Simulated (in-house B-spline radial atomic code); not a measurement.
**P2+: [Ne] 3s2 3p1**

Computed with an all-electron radial atomic-structure program (B-spline basis): non-relativistic LDA VWN5, spin-polarised, spherical fractional occupations, point nucleus.

Effective charges: Z_r = [3n² - l(l+1)]/(2<r>) from the radius, Z_e = n√(-2ε) from the energy, and Slater's rules. Values are occupation-weighted means over spin.

```
shell  electrons   ε (eV)  <r> (bohr)    Z_r    Z_e  Slater
   1s          2  -2093.9      0.1043  14.38  12.41   14.70
   2s          2   -195.7      0.5233  11.47   7.59   10.85
   2p          6  -148.08      0.4856  10.30   6.60   10.85
   3s          2  -33.842       1.746   7.73   4.73    5.50
   3p          1  -24.907       1.957   6.39   4.06    5.50
```

The least bound orbital is 3p up at -24.91 eV, and it is also the most diffuse (<r> = 1.957 bohr).

The density falls to 0.001 bohr⁻³ at 3.456 bohr; Σ<r²> = 13.896 bohr² gives, by the non-relativistic formula and without the paramagnetism of open shells, a Langevin diamagnetic susceptibility of -11.01×10⁻⁶ cm³/mol.
